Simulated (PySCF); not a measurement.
SMILES CB(C)C[CH2][GeH3] (GFN2-xTB optimised geometry):

```
19

Ge    -2.689    -0.679     0.000
C     -0.717    -0.679     0.000
C     -0.151     0.057    -1.228
B      1.431     0.002    -1.168
C      2.193    -1.320    -1.563
C      2.233     1.262    -0.665
H     -3.278    -1.383     1.185
H     -3.234     0.715     0.000
H     -3.229    -1.347    -1.226
H     -0.353    -0.205     0.914
H     -0.353    -1.708     0.015
H     -0.542    -0.433    -2.125
H     -0.543     1.078    -1.227
H      2.944    -1.116    -2.327
H      2.746    -1.713    -0.710
H      1.552    -2.115    -1.935
H      3.278     1.067    -0.437
H      1.774     1.713     0.213
H      2.211     2.033    -1.436
```

Level of theory: PBE0/def2-SVP in PySCF.

Q: What are the frontier orbital energies and the dipole moment?

A: HOMO-2 -9.15 eV, HOMO-1 -8.53 eV, HOMO -7.63 eV, LUMO -0.38 eV, LUMO+1 1.35 eV; dipole moment 0.94 D.

On the same geometry PBE/def2-SVP (PySCF) gives HOMO-2 -7.80 eV, HOMO-1 -7.09 eV, HOMO -6.35 eV, LUMO -1.37 eV, LUMO+1 0.52 eV; dipole moment 0.97 D.

Meta-Löwdin charges at PBE0/def2-SVP: Ge1 0.35, C2 -0.34, C3 -0.28, B4 0.27, C5 -0.43, C6 -0.43, H7 -0.07, H8 -0.07, H9 -0.07, H10 0.10, H11 0.10, H12 0.10, H13 0.09, H14 0.12, H15 0.12, H16 0.10, H17 0.10, H18 0.11, H19 0.12.
